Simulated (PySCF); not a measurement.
Geometry:
```csv
atom,x (Å),y (Å),z (Å)
C1,3.003,0.867,0.000
C2,2.008,0.029,-0.225
C3,0.631,0.200,0.314
C4,0.003,-1.062,0.957
C5,-1.080,-1.033,-0.085
C6,-2.153,-1.751,-0.335
C7,-0.489,0.183,-0.763
C8,-1.384,1.401,-0.758
F9,-2.438,1.264,-1.580
F10,-1.883,1.676,0.456
F11,-0.735,2.510,-1.157
H12,2.873,1.752,0.601
H13,3.986,0.706,-0.408
H14,2.156,-0.852,-0.836
H15,0.580,1.081,0.954
H16,-0.347,-0.927,1.979
H17,0.637,-1.947,0.918
H18,-2.420,-2.590,0.285
H19,-2.806,-1.525,-1.161
H20,-0.145,0.030,-1.788
```

Method: GFN2-xTB structure, GIAO PBE0/pcSseg-1 shieldings, in PySCF 2.14.0 with density-fitted response routines (relativity neglected, one conformer, isolated molecule, equivalent nuclei averaged).

Scale: ¹³C (σ = 186.93 ppm) and ¹H (σ = 31.72 ppm) against TMS; CFCl3 for ¹⁹F (σ = 170.95 ppm) (reference shieldings calculated alike).

```tsv
atoms	nucleus	count	Hirshfeld charge	δ (ppm)
H20	¹H	1	0.05	3.08
H12	¹H	1	0.05	5.46
H19	¹H	1	0.05	5.78
C4	¹³C	1	-0.07	37.0
H14	¹H	1	0.05	?
C3	¹³C	1	-0.02	38.2
C1	¹³C	1	-0.10	122.6
C8	¹³C	1	0.26	135.9
H16	¹H	1	0.05	3.15
F9/F10/F11	¹⁹F	3	-0.10	-88.6
H18	¹H	1	0.05	?
C2	¹³C	1	-0.04	?
C5	¹³C	1	0.00	?
H15	¹H	1	0.04	2.95
C6	¹³C	1	-0.11	121.7
C7	¹³C	1	-0.06	?
H13	¹H	1	0.05	5.35
H17	¹H	1	0.05	?
```

Problem. Complete the table.

Solution. 
- C2: 149.6 ppm, alkene CH; as expected for a trigonal carbon in a double bond
- C5: 148.0 ppm, fully substituted alkene carbon; the olefinic region
- C7: 54.2 ppm, allylic sp3 CH; saturated and bonded to C and H only
- H14: 6.20 ppm, hydrogen on an alkene CH; a vinylic proton, deshielded by the sp2 carbon and the C=C anisotropy
- H18: 5.55 ppm, hydrogen on a terminal =CH2 carbon; attached to an sp2 carbon and in the plane of the double bond
- H17: 2.52 ppm, hydrogen on an allylic sp3 CH2; allylic position

Shifts are as computed. Against solution values, carbons near 30 ppm lie about +3 ppm off and those near 130 ppm about +5 ppm. Of 1211 compounds with measured shifts, 218 miss one by over three times the rms of a fit or turn the order of signals round; such compounds aren't used in these exercises. Unscaled 19F shifts against computed CFCl3 carry errors that often reach 10 to 50 ppm.
